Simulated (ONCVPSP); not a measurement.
# Cu: one change to an ONCV potential, before and after

* Element: Cu
* Generator: ONCVPSP 4.0.1
* Type: optimised norm-conserving Vanderbilt (ONCV)
* Functional: LDA (Perdew-Wang 92)
* Relativity: fully relativistic
* Frozen core: [Ne]
* Valence charge: 19
* Reference configuration: 3s2 3p6 3d10 4p1
* Partial waves: 3s: rc 0.70 bohr, ncon 5, nbas 9, qcut 9.2 1/bohr, 2 projectors, debl 2 Ha; 3p+4p: rc 1.20 bohr, ncon 5, nbas 10, qcut 13.6 1/bohr, 2 projectors; 3d: rc 0.75 bohr, ncon 3, nbas 6, qcut 13.9 1/bohr, 2 projectors, debl 3.6 Ha
* Local potential: polynomial inside 0.70 bohr (lpopt 5, dvloc0 0 Ha)
* Core correction: none

Open shells are filled in proportion to 2j + 1.

In the s channel the program set the typed energies aside and used -4.271, 0.250 Ha.

All-electron outer shells of the reference configuration (LDA (PZ), scalar-relativistic, ld1.x):

```tsv
shell	level (eV)	outermost node (bohr)	outermost maximum (bohr)
2p	-918.40	–	0.16
3s	-116.25	0.29	0.61
3p	-74.14	0.26	0.62
3d	-7.40	–	0.60
4p	-1.86	0.97	3.22
```

Change: s: rc 0.62; local potential polynomial inside 0.62 bohr (lpopt 5, dvloc0 0 Ha).

Cutoffs: the cutoffs (Ha) at which the residual kinetic energy of the hardest occupied pseudo-wave falls to 1 and 0.1 mHa per electron; they do not see the model core or the augmentation charge, which bear on the density cutoff. Errors are all-electron minus pseudo energies relative to the spin-unpolarised reference configuration.

Question: How do hardness, ghosts and transferability respond?

Answer: The potential gets softer (401 Ha and 470 Ha → 273 Ha and 456 Ha); the errors of the 4 common tests hardly move; neither file shows a bound ghost.

| quantity | base | changed |
| --- | --- | --- |
| cutoff, loose | 401 Ha | 273 Ha |
| cutoff, tight | 470 Ha | 456 Ha |
| loose cutoff by channel | s 401 Ha, p 48 Ha, d 215 Ha | s 273 Ha, p 48 Ha, d 215 Ha |
| bound ghosts | none | none |
| GHOST(+) flags under 300 eV | none | none |
| error for 3s2 3p6 3d10 4s1 4p0, meV [ΔE -4.26 eV] | -0.8 | -0.9 |
| error for 3s2 3p6 3d10 4p0, meV [ΔE 4.17 eV] | +0.8 | +0.8 |
| error for 3s2 3p6 3d9 4p0, meV [ΔE 25.86 eV] | -10 | -10 |
| error for 3s2 3p6 3d9 4s2 4p0, meV [ΔE -2.24 eV] | -4.9 | -5.0 |
| p3/2: phases at 1.21 bohr within 0.05 rad from the reference energy up to (Ha; the scan ends near 5) | to the end of the scan | to the end of the scan |
| p1/2: phases at 1.21 bohr within 0.05 rad from the reference energy up to (Ha; the scan ends near 5) | to the end of the scan | to the end of the scan |
| d5/2: phases at 0.76 bohr within 0.05 rad from the reference energy up to (Ha; the scan ends near 5) | to the end of the scan | to the end of the scan |
| d3/2: phases at 0.76 bohr within 0.05 rad from the reference energy up to (Ha; the scan ends near 5) | to the end of the scan | to the end of the scan |

Base: These tests converged, but a pseudo level misses the all-electron one widely, so the file describes the atom poorly there or has found another state: 3s2 3p6 3d10 4s1 4p0: empty 4p by 5.9 eV; 3s2 3p6 3d9 4s2 4p0: empty 4p by 14.2 eV. Changed file: These tests converged, but a pseudo level misses the all-electron one widely, so the file describes the atom poorly there or has found another state: 3s2 3p6 3d10 4s1 4p0: empty 4p by 5.9 eV; 3s2 3p6 3d9 4s2 4p0: empty 4p by 14.2 eV.
